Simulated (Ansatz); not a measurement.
Molecular dynamics of Si16Ge

Input:

```yaml
accuracy: low
crystal:
  lattice:
    - [0.0, 5.43, 5.43]
    - [5.43, 0.0, 5.43]
    - [5.43, 5.43, 0.0]
  atoms:
    - { symbol: Si, position: [0.01109151, -0.01370187, 0.01460096] }
    - { symbol: Si, position: [0.17266692, 0.13143692, 0.06758474] }
    - { symbol: Si, position: [0.04412107, -0.03696907, 0.44676838] }
    - { symbol: Si, position: [0.17064176, 0.05705869, 0.64103292] }
    - { symbol: Si, position: [0.02698083, 0.53192801, -0.02055282] }
    - { symbol: Si, position: [0.18632904, 0.60578114, 0.11446611] }
    - { symbol: Si, position: [0.04730439, 0.46390382, 0.51893239] }
    - { symbol: Si, position: [0.18940564, 0.60893264, 0.61081068] }
    - { symbol: Si, position: [0.55131218, -0.04747032, -0.04001273] }
    - { symbol: Si, position: [0.67262254, 0.02714861, 0.12265619] }
    - { symbol: Si, position: [0.55315446, -0.05383308, 0.49684986] }
    - { symbol: Si, position: [0.70230926, 0.07338015, 0.59143259] }
    - { symbol: Si, position: [0.56822766, 0.41189312, -0.01156892] }
    - { symbol: Si, position: [0.65035098, 0.58210804, 0.1166415] }
    - { symbol: Si, position: [0.58179969, 0.44292995, 0.46907917] }
    - { symbol: Si, position: [0.68329935, 0.56795966, 0.613837] }
    - { symbol: Ge, position: [0.28984622, 0.20604562, 0.27302274] }
basis:
  ecutwfc: 420.0
kpoints:
  mp_grid: { grid: [2, 2, 2] }
hamiltonian:
  xc: pbe
  dispersion: d3bj
  pseudopotentials: { kind: paw, azcp: { folder: soft_1 } }
scf:
  occupations: { method: fermi_dirac, width: 0.05 }
  lower_state_search: "off"
md:
  timestep: 2
  n_steps: 220
  ensemble: nvt_langevin
  temperature: 840.0
  initial_velocities: maxwell_boltzmann
  seed: 299882
  friction: 0.05
```

Command:

```bash
$ ansatz run input.yaml --threads 1 --pin off --max-ram 3072MiB --backend cpu --events-out ev --progress --plain --runs-dir out
```

It goes on from the last frame of an earlier run, with new velocities.

Output, in part (step lines):

```
md step     0: t =     0.00 fs  T =   790.6 K  F+E_penalty+E_count = -14467.60752316 eV  E_kin = 1.737254 eV  (10 SCF iters)
md step     1: t =     2.00 fs  T =   896.8 K  F+E_penalty+E_count = -14467.61536700 eV  E_kin = 1.970751 eV  (7 SCF iters)
md step     2: t =     4.00 fs  T =   890.2 K  F+E_penalty+E_count = -14467.60337265 eV  E_kin = 1.956046 eV  (7 SCF iters)
md step     3: t =     6.00 fs  T =   832.8 K  F+E_penalty+E_count = -14467.56392791 eV  E_kin = 1.830049 eV  (7 SCF iters)
md step     4: t =     8.00 fs  T =   741.1 K  F+E_penalty+E_count = -14467.51561946 eV  E_kin = 1.628588 eV  (7 SCF iters)
md step     5: t =    10.00 fs  T =   849.0 K  F+E_penalty+E_count = -14467.46432999 eV  E_kin = 1.865581 eV  (6 SCF iters)
md step     6: t =    12.00 fs  T =   858.1 K  F+E_penalty+E_count = -14467.39940476 eV  E_kin = 1.885547 eV  (7 SCF iters)
md step     7: t =    14.00 fs  T =   762.2 K  F+E_penalty+E_count = -14467.33407271 eV  E_kin = 1.674978 eV  (6 SCF iters)
[... lines left out ...]
md step   220: t =   440.00 fs  T =   700.0 K  F+E_penalty+E_count = -14467.46134521 eV  E_kin = 1.538240 eV  (7 SCF iters)
```

The steps, from the saved trajectory:

```csv
time (fs),T (K),potential energy less start (eV)
0,791,0.000
14,762,0.273
28,848,0.329
42,681,0.286
56,639,0.209
70,714,0.309
84,1008,0.159
98,974,0.732
112,656,1.086
126,886,0.143
140,784,-0.224
154,910,-0.076
168,975,0.002
182,1015,-0.242
196,878,0.014
210,687,0.405
224,956,0.129
238,756,0.700
252,683,0.337
266,815,-0.167
280,890,0.016
294,649,0.519
308,750,0.187
322,940,0.282
336,812,0.530
350,1064,-0.031
364,785,0.513
378,518,0.737
392,1010,0.331
406,1006,0.179
420,887,0.212
434,878,0.113
```

All steps were run. A run of 0.44 ps of so small a system gives no equilibrium averages. Limits of this set-up: coarse k mesh, a small cell, in which the defect meets its images, low accuracy level.

Mean squared displacements from the first frame to the last, about the centre of mass: Si 0.14 Å², Ge 0.06 Å².

Last frame:

```xyz
17
Lattice="0.0000 5.4300 5.4300 5.4300 0.0000 5.4300 5.4300 5.4300 0.0000" Properties=species:S:1:pos:R:3
Si -0.362 0.287 -0.034
Si 0.973 1.634 1.161
Si 2.082 3.095 -0.437
Si 3.494 4.354 1.094
Si 2.045 0.154 2.602
Si 3.818 1.397 3.955
Si 5.066 3.031 2.230
Si 6.097 4.336 3.791
Si -0.505 2.953 2.355
Si 0.833 4.148 4.128
Si 2.378 5.783 2.604
Si 3.648 7.181 3.968
Si 2.332 2.875 5.379
Si 3.566 4.376 6.634
Si 4.798 5.653 5.256
Si 6.346 6.949 6.649
Ge 2.551 3.022 2.677
```

The run took 19 min on 1 thread of Arm Neoverse V2 (shared host), peak memory 0.63 GiB.
